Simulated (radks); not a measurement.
Trend from Mg to Ar: ionisation energy by Delta-SCF between NIST ground configurations, and size. Method: scalar-relativistic Kohn-Sham, PBE, spin-polarised, spherical densities, finite nucleus; open shells are filled with parallel spins first; Fermi nuclear charge, rms radius of each element as measured or else 0.836 A^(1/3) + 0.57 fm; computed with a radial shooting solver on a logarithmic mesh with Libxc functionals.

| species | configuration | configuration of the ion | IE (eV) | NIST (eV) | kind | r at 0.001 e/bohr^3 (bohr) |
|---|---|---|---|---|---|---|
| Mg | [Ne] 3s2 | [Ne] 3s1 | 7.623 | 7.646 | exp. | 4.52 |
| Al | [Ne] 3s2 3p1 | [Ne] 3s2 | 5.954 | 5.986 | exp. | 4.54 |
| Si | [Ne] 3s2 3p2 | [Ne] 3s2 3p1 | 8.264 | 8.152 | exp. | 4.41 |
| P | [Ne] 3s2 3p3 | [Ne] 3s2 3p2 | 10.538 | 10.487 | exp. | 4.22 |
| S | [Ne] 3s2 3p4 | [Ne] 3s2 3p3 | 10.230 | 10.360 | exp. | 4.07 |
| Cl | [Ne] 3s2 3p5 | [Ne] 3s2 3p4 | 13.047 | 12.968 | exp. | 3.91 |
| Ar | [Ar] | [Ne] 3s2 3p5 | 15.795 | 15.760 | exp. | 3.75 |

Reference values: NIST Atomic Spectra Database (exp. = measured, semi-emp. = semi-empirical, theory = theoretical value adopted there). Open shells are spherical and high-spin; term and fine-structure splittings are not resolved.
